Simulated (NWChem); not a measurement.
# SiH3SeF; SMILES F[SiH2][SeH]

```xyz
6

Si     0.5403     1.1178    -0.0057
F     -0.7118     2.1364     0.0378
Se    -0.0958    -1.0739     0.0335
H      1.3495     1.2995     1.2213
H      1.3003     1.4122    -1.2427
H     -0.5504    -1.0765    -1.3769
```
Atoms are numbered in this order, from 1.

Computed with NWChem. Medium grid unless said otherwise, to which SCAN and Minnesota functionals are sensitive. All runs use the structure optimised with B3LYP/6-31G* (spherical d). Total energies of different functionals are on different scales.

| level | energy (Ha) | highest occupied level (eV) | orbital gap (eV) | dipole (D) |
|---|---|---|---|---|
| B3LYP/def2-SVP | -2792.3589 | -7.08 | 6.92 | 1.18 |
| PBE/def2-SVP | -2791.6901 | -6.18 | 5.34 | 1.10 |
| M06-L/def2-SVP | -2792.2101 | -6.44 | 6.01 | 1.22 |
| PW6B95/def2-SVP | -2793.7537 | -7.42 | 7.56 | 1.22 |
| N12/def2-SVP | -2793.5834 | -5.96 | 5.33 | 1.20 |
| MPW1K/def2-SVP | -2792.4457 | -8.29 | 8.97 | 1.33 |
| PW91/def2-SVP | -2792.4030 | -6.21 | 5.32 | 1.10 |
